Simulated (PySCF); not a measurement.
Constitutional and geometric isomers with formula C2H3NSi. Isolated molecules, 0 K electronic values unless said otherwise. Strings in code marks are SMILES.

Method: PBE-D3(BJ)/def2-TZVP // B3LYP-D3(BJ)/def2-TZVP (PySCF). All candidates: neutral, multiplicity 1. Excitations are Tamm–Dancoff values on a coarser integration grid. The basis has no diffuse functions, so Rydberg states are missing or too high.

* **T1 excitation (TDA)**: 2.43 eV
* **S1 excitation (TDA)**: 4.63 eV
* **HOMO**: -6.34 eV

Task: Name which member has these values.
(A) `N=[si]1cc1`
(B) `C=[SiH]C#N`
(C) `C#CN=[SiH2]`
(D) `C=[si]1cn1`

Result: B, `C=[SiH]C#N`. The others give `N=[si]1cc1`: 3.72 eV, 4.06 eV, -6.08 eV; `C#CN=[SiH2]`: 1.88 eV, 2.13 eV, -5.24 eV; `C=[si]1cn1`: 2.73 eV, 2.99 eV, -5.54 eV
